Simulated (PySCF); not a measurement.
SSn (SMILES [S]=[Sn]), singlet, at a GFN2-xTB geometry (such geometries of metal compounds can be far from the true shape) (all electrons, no relativity); R2SCAN/STO-3G run with PySCF.

Input for PySCF:
```python
from pyscf import gto, scf, dft

mol = gto.Mole()
mol.atom = '''
    Sn   -0.000000   -0.000000   -0.541068
    S     0.000000    0.000000    1.690837
'''
mol.basis = 'sto-3g'
mol.charge = 0
mol.spin = 0
mol.verbose = 4
mol.build()

mf = dft.RKS(mol)
mf.xc = 'r2scan'
mf.kernel()
mf.analyze()
```

The log (banner, timings and long lists left out):

```
PySCF version 2.14.0

[INPUT] verbose = 4
[INPUT] num. atoms = 2
[INPUT] num. electrons = 66
[INPUT] charge = 0
[INPUT] spin (= nelec alpha-beta = 2S) = 0
[INPUT] symmetry False subgroup None
[INPUT] Mole.unit = angstrom
[INPUT] Symbol           X                Y                Z      unit          X                Y                Z       unit  Magmom
[INPUT]  1 Sn     0.000000000000   0.000000000000  -0.541068000000 AA    0.000000000000   0.000000000000  -1.022470334766 Bohr   0.0
[INPUT]  2 S      0.000000000000   0.000000000000   1.690837000000 AA    0.000000000000   0.000000000000   3.195218851281 Bohr   0.0

nuclear repulsion = 189.677324409417
number of shells = 16
number of NR pGTOs = 108
number of NR cGTOs = 36
basis = sto-3g
ecp = {}

******** <class 'pyscf.dft.rks.RKS'> ********
method = RKS
initial guess = minao
damping factor = 0
level_shift factor = 0
DIIS = <class 'pyscf.scf.diis.CDIIS'>
diis_start_cycle = 1
diis_space = 8
diis_damp = 0
SCF conv_tol = 1e-09
SCF conv_tol_grad = None
SCF max_cycles = 50
direct_scf = True
direct_scf_tol = 1e-13
XC library pyscf.dft.libxc version 7.1.2
    S. Lehtola, C. Steigemann, M. J. T. Oliveira, and M. A. L. Marques,  SoftwareX 7, 1–5 (2018)
XC functionals = r2scan
    J. W. Furness, A. D. Kaplan, J. Ning, J. P. Perdew, and J. Sun,  J. Phys. Chem. Lett. 11, 8208–8215 (2020)
    J. W. Furness, A. D. Kaplan, J. Ning, J. P. Perdew, and J. Sun,  J. Phys. Chem. Lett. 11, 9248–9248 (2020)
    J. W. Furness, A. D. Kaplan, J. Ning, J. P. Perdew, and J. Sun,  J. Phys. Chem. Lett. 11, 8208–8215 (2020)
    J. W. Furness, A. D. Kaplan, J. Ning, J. P. Perdew, and J. Sun,  J. Phys. Chem. Lett. 11, 9248–9248 (2020)
radial grids:
    Treutler-Ahlrichs [JCP 102, 346 (1995); DOI:10.1063/1.469408] (M4) radial grids

becke partition: Becke, JCP 88, 2547 (1988); DOI:10.1063/1.454033
pruning grids: <function nwchem_prune>
grids dens level: 3
symmetrized grids: False
atomic radii adjust function: <function treutler_atomic_radii_adjust>
small_rho_cutoff = 0
Set gradient conv threshold to 3.16228e-05
Initial guess from minao.
tot grids = 40840
init E= -6342.78992881392
  HOMO = -0.506935759507805  LUMO = -0.386163260326745  gap/eV = 3.28639
cycle= 1 E= -6359.05645087816  delta_E= -16.3  |g|= 0.74  |ddm|= 2.63
  HOMO = -0.036324666551884  LUMO = 0.115482535799019  gap/eV = 4.13088
cycle= 2 E= -6358.66428834731  delta_E= 0.392  |g|= 0.734  |ddm|= 3.45
  HOMO = -0.0693099556869084  LUMO = 0.0615993057067407  gap/eV = 3.56222
cycle= 3 E= -6358.5503218125  delta_E= 0.114  |g|= 1.29  |ddm|= 4.14
  HOMO = -0.0700362647081275  LUMO = 0.0598599779601692  gap/eV = 3.53466
cycle= 4 E= -6358.58869906992  delta_E= -0.0384  |g|= 1.26  |ddm|= 0.059
  HOMO = -0.0765897091850375  LUMO = 0.0533362370473358  gap/eV = 3.53547
cycle= 5 E= -6358.59901672359  delta_E= -0.0103  |g|= 1.25  |ddm|= 0.0352
  HOMO = -0.0765416834243421  LUMO = 0.0538532213204219  gap/eV = 3.54823
cycle= 6 E= -6358.57248591951  delta_E= 0.0265  |g|= 1.27  |ddm|= 0.0403
  HOMO = -0.0789514456197609  LUMO = 0.0514208462913758  gap/eV = 3.54761
cycle= 7 E= -6358.58514330357  delta_E= -0.0127  |g|= 1.26  |ddm|= 0.0364
  HOMO = -0.0787194680011856  LUMO = 0.0514295143551459  gap/eV = 3.54153
cycle= 8 E= -6358.59068692949  delta_E= -0.00554  |g|= 1.26  |ddm|= 0.0095
  HOMO = -0.0793752660506359  LUMO = 0.0495470574607983  gap/eV = 3.50816
cycle= 9 E= -6358.61832309853  delta_E= -0.0276  |g|= 1.23  |ddm|= 0.048
  HOMO = -0.0780073823946318  LUMO = 0.0585128788856195  gap/eV = 3.71491
cycle= 10 E= -6358.35775459898  delta_E= 0.261  |g|= 1.41  |ddm|= 0.373
  HOMO = -0.100617487467887  LUMO = 0.0307425791484166  gap/eV = 3.57449
cycle= 11 E= -6359.26011279051  delta_E= -0.902  |g|= 0.13  |ddm|= 2.46
  HOMO = -0.0981505013011962  LUMO = 0.0352503423113748  gap/eV = 3.63002
cycle= 12 E= -6359.26850385058  delta_E= -0.00839  |g|= 0.000625  |ddm|= 0.241
  HOMO = -0.0983603879035015  LUMO = 0.035058614808374  gap/eV = 3.63052
cycle= 13 E= -6359.26850397447  delta_E= -1.24e-07  |g|= 0.0004  |ddm|= 0.00171
  HOMO = -0.0983536132697192  LUMO = 0.0350590016207396  gap/eV = 3.63034
cycle= 14 E= -6359.26850404874  delta_E= -7.43e-08  |g|= 9.12e-06  |ddm|= 0.000723
  HOMO = -0.09835449460647  LUMO = 0.0350581044509856  gap/eV = 3.63034
cycle= 15 E= -6359.26850404876  delta_E= -2.36e-11  |g|= 3.31e-06  |ddm|= 2.33e-05
  HOMO = -0.0983543939155343  LUMO = 0.0350580884138238  gap/eV = 3.63034
Extra cycle  E= -6359.26850404863  delta_E= 1.3e-10  |g|= 1.69e-05  |ddm|= 3.54e-05
converged SCF energy = -6359.26850404863
**** SCF Summaries ****
Total Energy =                       -6359.268504048630348
Nuclear Repulsion Energy =             189.677324409417110
One-electron Energy =                -9177.442707842210439
Two-electron Energy =                 2628.496879384162639
Two-electron Coulomb Energy =         2816.063933270101643
DFT Exchange-Correlation Energy =     -187.567053885939174
HOMO-LUMO gap [eV] =                     3.630338556550592
**** MO energy ****
MO #1   energy= -1018.36863953944  occ= 2
MO #2   energy= -148.744641329588  occ= 2
MO #3   energy= -141.391538071318  occ= 2
MO #4   energy= -141.391538071318  occ= 2
MO #5   energy= -141.391136528081  occ= 2
MO #6   energy= -87.2580200530037  occ= 2
MO #7   energy= -27.3533983196079  occ= 2
MO #8   energy= -24.6579044274136  occ= 2
MO #9   energy= -24.6579044274134  occ= 2
MO #10  energy= -24.6560775014813  occ= 2
MO #11  energy= -16.7285010398482  occ= 2
MO #12  energy= -16.7285004105437  occ= 2
MO #13  energy= -16.7269788189681  occ= 2
MO #14  energy= -16.7269788189681  occ= 2
MO #15  energy= -16.7267130945319  occ= 2
MO #16  energy= -7.41975658186643  occ= 2
MO #17  energy= -5.35335264055031  occ= 2
MO #18  energy= -5.3475568869883   occ= 2
MO #19  energy= -5.34755688698828  occ= 2
MO #20  energy= -3.93335259309584  occ= 2
MO #21  energy= -2.81932081580538  occ= 2
MO #22  energy= -2.81932081580533  occ= 2
MO #23  energy= -2.8126685162985   occ= 2
MO #24  energy= -0.548804389354826 occ= 2
MO #25  energy= -0.409516318118197 occ= 2
MO #26  energy= -0.409515872968794 occ= 2
MO #27  energy= -0.405832247630386 occ= 2
MO #28  energy= -0.405832247630354 occ= 2
MO #29  energy= -0.401111224279859 occ= 2
MO #30  energy= -0.234911046868151 occ= 2
MO #31  energy= -0.105661442295899 occ= 2
MO #32  energy= -0.105661442295871 occ= 2
MO #33  energy= -0.0983543939155343 occ= 2
MO #34  energy= 0.0350580884138238 occ= 0
MO #35  energy= 0.0350580884139241 occ= 0
MO #36  energy= 0.256217096127886  occ= 0
 ** Mulliken pop on meta-lowdin orthogonal AOs  **
 ** Mulliken pop  **
pop of  0 Sn 1s           2.00000
pop of  0 Sn 2s           2.00000
pop of  0 Sn 3s           1.99996
pop of  0 Sn 4s           1.99999
pop of  0 Sn 5s           1.88710
pop of  0 Sn 2px          2.00000
pop of  0 Sn 2py          2.00000
pop of  0 Sn 2pz          2.00000
pop of  0 Sn 3px          1.99997
pop of  0 Sn 3py          1.99997
pop of  0 Sn 3pz          1.99995
pop of  0 Sn 4px          1.99839
pop of  0 Sn 4py          1.99839
pop of  0 Sn 4pz          1.99920
pop of  0 Sn 5px          0.55436
pop of  0 Sn 5py          0.55436
pop of  0 Sn 5pz          0.93092
pop of  0 Sn 3dxy         2.00000
pop of  0 Sn 3dyz         2.00000
pop of  0 Sn 3dz^2        1.99997
pop of  0 Sn 3dxz         2.00000
pop of  0 Sn 3dx2-y2      2.00000
pop of  0 Sn 4dxy         2.00000
pop of  0 Sn 4dyz         1.99884
pop of  0 Sn 4dz^2        1.97750
pop of  0 Sn 4dxz         1.99884
pop of  0 Sn 4dx2-y2      2.00000
pop of  1 S 1s            2.00000
pop of  1 S 2s            1.99974
pop of  1 S 3s            1.90141
pop of  1 S 2px           1.99953
pop of  1 S 2py           1.99953
pop of  1 S 2pz           1.99888
pop of  1 S 3px           1.44893
pop of  1 S 3py           1.44893
pop of  1 S 3pz           1.30537
 ** Mulliken atomic charges  **
charge of    0Sn =      0.10232
charge of    1S =     -0.10232
Dipole moment(X, Y, Z, Debye): -0.00000,  0.00000, -0.76092
```
